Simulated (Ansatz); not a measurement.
One change: `C[NH][AlH][O][SiH3]` becomes `F[CH2][AlH][O][SiH3]`.

Ansatz, PBE0-D4/def2-TZVP geometries, multiplicity 1. Each molecule was computed in one conformer, which needn't be the lowest.

```tsv
property	`C[NH][AlH][O][SiH3]`
HOMO–LUMO gap (B3LYP/def2-TZVPP) / eV	6.37
LUMO energy (ωB97M-V/def2-TZVPP) / eV	1.46
LUMO energy (PBE/def2-TZVPP) / eV	-0.86
size of the dipole moment (PBE/def2-TZVPP) / D	1.64
HOMO energy (PBE/def2-TZVPP) / eV	-5.59
HOMO energy (B3LYP/def2-TZVPP) / eV	-6.66
```

Q: What does the change do to each property? (Estimate.)

A: Computed: 
```tsv
property	`F[CH2][AlH][O][SiH3]`	shift
HOMO–LUMO gap (B3LYP/def2-TZVPP) / eV	6.44	0.07
LUMO energy (ωB97M-V/def2-TZVPP) / eV	0.57	-0.89
LUMO energy (PBE/def2-TZVPP) / eV	-1.76	-0.90
size of the dipole moment (PBE/def2-TZVPP) / D	1.73	0.09
HOMO energy (PBE/def2-TZVPP) / eV	-6.44	-0.85
HOMO energy (B3LYP/def2-TZVPP) / eV	-7.66	-1.00
```

With PBE0 the HOMO falls by 0.98 eV and the LUMO falls by 0.91 eV, so the gap widens by about 0.07 eV. PBE moves the HOMO by -0.85 eV and ωB97M-V by -0.90 eV. Dipoles are sizes alone; their direction can turn.

B3LYP here is the variant with VWN-RPA as its local correlation; programs differ in this.
